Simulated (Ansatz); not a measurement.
`NC1C[SiH2][SiH2]1` → `CC1[SiH2]N1[SiH3]`  (isomerisation)

Isolated molecules relaxed with PBE0-D4/def2-TZVP in Ansatz; ΔE leaves out vibrations. CCSD(T)/CBS is the MP2 limit (def2-TZVPP, def2-QZVPP) plus CCSD(T) − MP2 in def2-TZVPP, frozen cores. Functionals use def2-TZVPP. Each species was taken in one conformer, which may not be the lowest.

**Question.** Is it downhill or uphill in electronic energy at CCSD(T)/CBS, and by how much? (Best estimate.)

**Answer.** Ansatz gave: Downhill: ΔE = -44.1 kJ/mol.

**Question.** What do these levels give: PBE0-D4, ωB97X-V, ωB97M-V, PBE0, SCS-MP2/def2-TZVPP, HF/def2-QZVPP? (An estimate is asked.)

**Answer.** Ansatz gave: PBE0-D4 -26.4, ωB97X-V -41.1, ωB97M-V -44.9, PBE0 -27.2, SCS-MP2/def2-TZVPP -59.3, HF/def2-QZVPP -74.5 kJ/mol.

Largest T1 diagnostic among the species: 0.012.

In def2-TZVPP, CCSD(T) changes the Hartree–Fock value by +27.2 kJ/mol (the triples alone add +3.2 kJ/mol) and MP2 by +17.9 kJ/mol.
